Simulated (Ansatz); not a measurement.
```yaml
crystal:
  periodic: [false, false, false]
  atoms:
    - {symbol: C, position_ang: [-0.935537, 1.364844, -1.007583]}
    - {symbol: C, position_ang: [-0.455613, 0.558470, 0.188856]}
    - {symbol: C, position_ang: [0.479409, -0.589001, -0.188586]}
    - {symbol: Al, position_ang: [1.160344, -1.698900, 1.273011]}
    - {symbol: H, position_ang: [-1.478119, 0.729643, -1.713666]}
    - {symbol: H, position_ang: [-1.601969, 2.178255, -0.708163]}
    - {symbol: H, position_ang: [-0.090838, 1.804406, -1.545810]}
    - {symbol: H, position_ang: [-1.324014, 0.166323, 0.730467]}
    - {symbol: H, position_ang: [0.046357, 1.228094, 0.896566]}
    - {symbol: H, position_ang: [1.347404, -0.200684, -0.742321]}
    - {symbol: H, position_ang: [-0.015760, -1.256705, -0.909526]}
    - {symbol: H, position_ang: [2.135399, -2.916606, 0.958132]}
    - {symbol: H, position_ang: [0.753335, -1.402840, 2.783422]}
basis:
  gaussian: {orbitals: 6-31G, final_grid: {core_spheres: 8, valence_spheres: 7, degree: 23}}
total_charge: 1
magnetization: {spin_polarized: true, initial_magnetization: 1}
hamiltonian: {xc: {name: LC-wPBE}}
output: {forces: true}
```

```sh
$ ansatz run in.yaml --threads 4 --pin off --events-out ev --progress --plain --max-ram 10444MiB
```

Output, abridged:

```
Functional definition: LC-wPBE
807 factors; integrals over basis functions are off by at most 1.8e-4 eV
376 factors; integrals over basis functions are off by at most 1.6e-5 eV
mean field evaluation 1: about -9828.4068 eV, gradient 4.0e1 eV
mean field evaluation 2: about -9825.8979 eV, gradient 4.5e1 eV
mean field evaluation 4: about -9837.8028 eV, gradient 2.1e0 eV
mean field evaluation 8: about -9838.3828 eV, gradient 1.2e0 eV
mean field evaluation 16: about -9838.6225 eV, gradient 1.0e-1 eV
mean field evaluation 32: about -9838.3865 eV, gradient 1.3e0 eV
mean field -9838.62259641 eV, -361.5627115601 hartree, gradient 5.2e-5 eV, S^2 0.755820; 2 other end points of the search recorded, 0 dependent functions left out
reference -9838.62259642 eV, -361.5627115603 hartree; 20, 19 occupied and 38, 39 virtual orbitals, 807 factors
Total energy: -9838.62259642 eV, -361.5627115603 hartree
Atom 0 at    -0.935537     1.364844    -1.007583 Å, force     0.281833    -0.113915    -1.609863 eV/Å
Atom 1 at    -0.455613     0.558470     0.188856 Å, force     0.489090    -1.052175     2.702970 eV/Å
Atom 2 at     0.479409    -0.589001    -0.188586 Å, force    -2.100803     3.350302    -4.052749 eV/Å
Atom 3 at     1.160344    -1.698900     1.273011 Å, force     1.069379    -1.775472     2.512672 eV/Å
Atom 4 at    -1.478119     0.729643    -1.713666 Å, force    -0.050711     0.070441     0.018503 eV/Å
Atom 5 at    -1.601969     2.178255    -0.708163 Å, force     0.087444    -0.172973     0.384978 eV/Å
Atom 6 at    -0.090838     1.804406    -1.545810 Å, force    -0.058015     0.064539     0.017963 eV/Å
Atom 7 at    -1.324014     0.166323     0.730467 Å, force    -0.119186     0.026891    -0.149260 eV/Å
Atom 8 at     0.046357     1.228094     0.896566 Å, force     0.024750     0.137301    -0.131499 eV/Å
Atom 9 at     1.347404    -0.200684    -0.742321 Å, force     0.785163    -0.284237     0.669048 eV/Å
Atom 10 at    -0.015760    -1.256705    -0.909526 Å, force    -0.016433    -0.904045     0.570795 eV/Å
Atom 11 at     2.135399    -2.916606     0.958132 Å, force    -0.062499     0.182918    -0.660525 eV/Å
Atom 12 at     0.753335    -1.402840     2.783422 Å, force    -0.330013     0.470426    -0.273034 eV/Å
Dipole moment:     0.221233    -0.285518     0.000248 e Å
```

It took 1.1 s on 4 threads of an Intel Xeon Platinum 8488C on a shared host, with 0.53 GiB of host memory at the peak.
